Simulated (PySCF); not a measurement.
Rows and methods have been separated. Pair them.

C₂H₇O₂PSi.
SMILES: `CC(=O)O[SiH2]P`

The closed-shell ground state was solved 7 times with PySCF (density fitting, gas phase), always in the pcSseg-1 basis (151 functions), with these functionals: B97-2, BHandHLYP, CAM-B3LYP, HF, KT2, LC-wPBE and PBE0. Isolated species at its PBE0-D3(BJ)/def2-SVP geometry (one conformer only).

```json
{"row": "P", "total energy (Eh)": "-861.2190", "HOMO (eV)": "-7.75", "LUMO (eV)": "-0.05", "dipole (D)": "1.34"}
{"row": "Q", "total energy (Eh)": "-870.6241", "HOMO (eV)": "-6.62", "LUMO (eV)": "-1.10", "dipole (D)": "1.34"}
{"row": "R", "total energy (Eh)": "-861.3960", "HOMO (eV)": "-10.38", "LUMO (eV)": "2.34", "dipole (D)": "1.30"}
{"row": "S", "total energy (Eh)": "-861.6520", "HOMO (eV)": "-9.00", "LUMO (eV)": "1.17", "dipole (D)": "1.34"}
{"row": "T", "total energy (Eh)": "-861.5925", "HOMO (eV)": "-8.74", "LUMO (eV)": "1.11", "dipole (D)": "1.40"}
{"row": "U", "total energy (Eh)": "-861.6782", "HOMO (eV)": "-7.52", "LUMO (eV)": "-0.13", "dipole (D)": "1.34"}
{"row": "V", "total energy (Eh)": "-859.1983", "HOMO (eV)": "-10.31", "LUMO (eV)": "3.45", "dipole (D)": "1.48"}
```

Problem. Which functional belongs to which row?

Solution. P = PBE0, Q = KT2, R = LC-wPBE, S = CAM-B3LYP, T = BHandHLYP, U = B97-2, V = HF. By rising HOMO–LUMO gap: KT2 (GGA) 5.52 eV; B97-2 (global hybrid, 21 % exact exchange) 7.39 eV; PBE0 (global hybrid, 25 % exact exchange) 7.70 eV; BHandHLYP (global hybrid, 50 % exact exchange) 9.85 eV; CAM-B3LYP (range-separated hybrid) 10.17 eV; LC-wPBE (range-separated hybrid) 12.72 eV; HF (all exact exchange) 13.76 eV. Total energies of different functionals aren't bounds to one another; each is stationary for its own functional.

The values belong to the conformer `[CH3:1][C:2](=[O:3])[O:4][SiH2:5][PH2:6]`: C1–C2–O4–Si5 180°, C2–O4–Si5–P6 -177°, H–P6–Si5–O4 -81°, H–P6–Si5–O4 -174°.
